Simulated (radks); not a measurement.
Species: Be2+. Configuration: [He]. All-electron calculation, non-relativistic Kohn-Sham, r2SCAN, spin-polarised, spherical densities, point nucleus; meta-GGA in the generalised Kohn-Sham scheme. Program: a radial shooting solver on a logarithmic mesh with Libxc functionals.

Normalised radial functions P(r) = r R(r), r in bohr:

| r | 1s |
|---|---|
| 0.01363 | 0.1904 |
| 0.01587 | 0.2197 |
| 0.01848 | 0.2531 |
| 0.02169 | 0.2932 |
| 0.02525 | 0.3366 |
| 0.02963 | 0.3881 |
| 0.03449 | 0.4432 |
| 0.04015 | 0.5044 |
| 0.04712 | 0.5758 |
| 0.05485 | 0.6501 |
| 0.06386 | 0.7303 |
| 0.07494 | 0.8202 |
| 0.08724 | 0.9097 |
| 0.1016 | 1.0010 |
| 0.1192 | 1.0964 |
| 0.1387 | 1.1827 |
| 0.1628 | 1.2643 |
| 0.1895 | 1.3279 |
| 0.2207 | 1.3726 |
| 0.259 | 1.3932 |
| 0.3015 | 1.3828 |
| 0.3509 | 1.3395 |
| 0.4118 | 1.2568 |
| 0.4794 | 1.1444 |
| 0.5582 | 1.0041 |
| 0.655 | 0.8352 |
| 0.7625 | 0.6661 |
| 0.8948 | 0.4930 |
| 1.042 | 0.3456 |
| 1.213 | 0.2240 |
| 1.423 | 0.1286 |
| 1.657 | 0.0681 |

1s: eigenvalue -134.52 eV, 0 radial nodes, <r> = 0.416 bohr, 90 % of the charge inside 0.747 bohr.
